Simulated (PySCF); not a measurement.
Species: C4H4N, charge -1, multiplicity 1. It need not be the lowest isomer of its formula. Whether it binds its extra electron was not tested at this geometry. SMILES: C=C[CH-]C#N
Coordinates optimised at B3LYP-D3(BJ)/def2-TZVP (Ansatz):
```
C
C 1 1.3651
H 2 1.0824 1 121.06
H 2 1.0856 3 117.13 1 -180.00
H 1 1.0909 2 116.04 3 0.00
C 1 1.4126 5 114.30 2 -180.00
H 6 1.0851 1 119.92 5 -180.00
C 6 1.3900 7 116.98 1 -180.00
N 8 1.1719 7 152.01 6 180.00
```
Charge -1, spin multiplicity 1.

Dispersion corrections to the total energy (kcal/mol) from the dftd3 and dftd4 libraries through PySCF: D3(BJ) without and D4 with the three-body term, each with the damping fitted for the functional named.

| functional | D3(BJ) | D4 |
|---|---|---|
| B3LYP | … | -6.77 |
| PBE0 | -3.37 | -3.55 |
| CAM-B3LYP | -2.96 | -3.54 |
| PW6B95 | … | -3.71 |
| TPSS | -4.94 | -5.74 |
| LC-wPBE | -3.61 | -4.67 |
| BLYP | -8.33 | … |

**Question.** Some entries are withheld; supply them.

**Answer.** 
- B3LYP, D3(BJ): -6.78
- PW6B95, D3(BJ): -1.87
- BLYP, D4: -9.52
